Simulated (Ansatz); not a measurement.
Calculated with Ansatz (gas phase, PBE0-D4/def2-TZVP geometries, no zero-point term in ΔE). CCSD(T)/CBS is the MP2 limit (def2-TZVPP, def2-QZVPP) plus CCSD(T) − MP2 in def2-TZVPP, frozen cores. This one scheme is used for every species. Functionals use def2-TZVPP. B3LYP here is the variant with VWN-RPA as its local correlation; programs differ in this. For Ge outer-core shells are correlated without core-valence functions, which leaves a few kJ/mol of doubt a bond. Scalar relativity is left out up to krypton. Each species was taken in one conformer, which may not be the lowest.

`[OH][GeH2][NH][SiH](O)F` + `[SiH3]N[SiH3]` → `O[SiH](F)N[SiH3]` + `[OH][GeH2][NH][SiH3]`  (redistribution)

`[OH][GeH2][NH][SiH](O)F`:

```xyz
12

O    -1.928   -0.133   -0.088
Ge   -0.608   -1.185   -0.707
N     0.848   -0.646    0.240
Si    1.255    0.981    0.595
O     0.011    1.928    0.164
F     1.587    1.046    2.155
H    -2.670   -0.056   -0.693
H    -0.893   -2.661   -0.392
H    -0.488   -0.906   -2.215
H     1.287   -1.369    0.791
H     2.462    1.490   -0.079
H    -0.862    1.510    0.228
```

`[SiH3]N[SiH3]`:

Cartesian coordinates in Å:
```
Si -0.737 0.701 -1.184
N 0.333 -0.385 -0.376
Si 0.626 -0.561 1.315
H -1.225 1.675 -0.177
H -1.907 0.005 -1.790
H -0.036 1.419 -2.284
H 0.814 -1.046 -0.972
H -0.038 0.575 2.001
H 2.086 -0.544 1.607
H 0.085 -1.838 1.859
```

`O[SiH](F)N[SiH3]`:

Z-matrix (Å, degrees):
```
Si
F 1 1.597
N 1 1.705 2 103.7
O 1 1.628 2 111.6 3 122.1
H 1 1.472 2 108.1 3 -123.2
Si 3 1.737 1 128.4 2 -10.9
H 3 1.010 1 116.4 2 172.6
H 4 0.959 1 118.2 2 -67.5
H 6 1.486 3 112.2 1 73.5
H 6 1.484 3 111.0 1 -47.7
H 6 1.486 3 106.9 1 -167.4
```

`[OH][GeH2][NH][SiH3]`:

Cartesian coordinates in Å:
```
O 2.375 -0.325 -0.983
Ge 1.245 -0.646 0.354
N -0.069 0.626 0.417
Si -1.731 0.467 0.002
H 1.939 -0.307 -1.838
H 2.149 -0.562 1.588
H 0.532 -1.993 0.161
H 0.256 1.544 0.685
H -2.632 0.818 1.135
H -2.116 1.333 -1.148
H -1.949 -0.955 -0.372
```

| level | ΔE (eV) |
| --- | --- |
| B3LYP-D4 | 0.11 |
| B3LYP | 0.07 |
| HF/def2-TZVPP | 0.02 |
| CCSD/def2-TZVPP | 0.08 |
| HF/def2-QZVPP | 0.01 |
| SCS-MP2/def2-QZVPP | 0.07 |
| HF/CBS(def2) | 0.01 |
| CCSD/CBS(def2) | 0.08 |

Problem. What does CCSD(T)/CBS give? (An estimate is asked.)

Solution. Computed: +0.09 eV. The listed levels differ from it by 0.02, -0.02, -0.07, -0.01, -0.08, -0.02, -0.08, -0.01 eV.

Largest T1 diagnostic among the species: 0.012.

The D4 term adds +0.04 eV with B3LYP and +0.02 eV with PBE0; it sums over pairs of atoms, weighted by their polarisabilities, and B3LYP, whose exchange is more repulsive, gets the larger term. In def2-TZVPP, CCSD(T) changes the Hartree–Fock value by +0.08 eV (the triples alone add +0.01 eV) and MP2 by +0.07 eV.
